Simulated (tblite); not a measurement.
Compound: C3H7AsO2.
Geometry (GFN2-xTB, Å), atoms numbered from 1 in this order:
```xyz
13
C3H7AsO2 angstrom
C      2.4603   -0.2646   -0.0023
O      1.1367   -0.7399   -0.2170
C      0.1468    0.0853    0.1233
O      0.3252    1.1826    0.5949
C     -1.2152   -0.4830   -0.1242
As    -2.4767    0.8059    0.7068
H      3.1179   -1.1181   -0.1454
H      2.6976    0.5237   -0.7193
H      2.5580    0.1368    1.0081
H     -1.3750   -0.5986   -1.1981
H     -1.2856   -1.4760    0.3265
H     -3.6841    0.1701    0.0591
H     -2.4103    1.7762   -0.4300
```

Method: GFN2-xTB as coded in tblite; computed harmonic values from a numerical Hessian at the method's own geometry, unscaled. The method is semi-empirical: single wavenumbers can be off by several per cent or more. Modes of hydrogen on arsenic can be 10 to 20 % off. One conformer, not necessarily the lowest.

Harmonic wavenumbers (cm⁻¹): 27.3, 54.9, 129.8, 172.6, 203.2, 251.9, 348.3, 530.7, 623.0, 632.9, 678.4, 764.7, 835.7, 926.8, 1018.6, 1022.0, 1053.1, 1116.5, 1126.1, 1152.2, 1236.9, 1386.2, 1401.6, 1441.6, 1461.7, 1736.7, 1890.8, 1971.9, 2940.5, 2954.5, 2980.5, 2991.2, 3043.7.

A = 9076, B = 970.9, C = 895.1 MHz; mass 149.966 u (most abundant isotopes); point group C1, symmetry number 1.

**Question.** What is the zero-point energy?

**Answer.** ½Σν̃ = 20053 cm⁻¹ = 239.89 kJ/mol.

**Question.** Give the ideal-gas entropy at 200 K and 1 bar in the rigid-rotor, harmonic-oscillator model (classical rotation).

**Answer.** Translation 163.04, rotation 112.60, vibration 69.95: S = 345.6 J/(mol K).

**Question.** And Cp and H(200 K) − H(0)?

**Answer.** Cp = 95.09 J/(mol K), of which vibrations give 61.84 (their classical limit is 33 R = 274.4); H(200 K) − H(0) = 13.53 kJ/mol without the zero-point energy, 6.88 from vibrations.

**Question.** Blend soft modes into free rotors: weight 1/[1 + (100 cm⁻¹/ν̃)⁴] for the oscillator and the rest for a rotor with moment μB/(μ + B), μ = h/(8π²ν), B = 10⁻⁴⁴ kg m². What vibrational entropy results?

**Answer.** 61.03 J/(mol K) in place of 69.95, which changes −T·S at 200 K by +1.79 kJ/mol.

**Question.** How do the functions run with temperature in this model?

**Answer.** 
| T (K) | S (J/(mol K)) | Cp (J/(mol K)) | H − H(0) (kJ/mol) | G − H(0) (kJ/mol) | ln q(vib) |
| --- | --- | --- | --- | --- | --- |
| 50 | 246.9 | 53.5 | 2.17 | -10.18 | 0.87 |
| 100 | 289.3 | 69.9 | 5.28 | -23.66 | 2.07 |
| 298.15 | 388.5 | 121.7 | 24.16 | -91.66 | 6.23 |
| 373.15 | 418.0 | 141.9 | 34.05 | -121.92 | 7.65 |
| 500 | 463.8 | 171.7 | 54.00 | -177.89 | 9.97 |
| 750 | 542.0 | 213.6 | 102.56 | -303.92 | 14.30 |
| 1000 | 607.3 | 240.3 | 159.53 | -447.81 | 18.27 |

q(vib) and H(0) count from the zero-point level.

Hindered rotation and anharmonicity are outside this model. Other conformers, if any are populated, would add a mixing term that is left out. The structure is chiral; the term R ln 2 for an equal mix with its mirror image is left out.
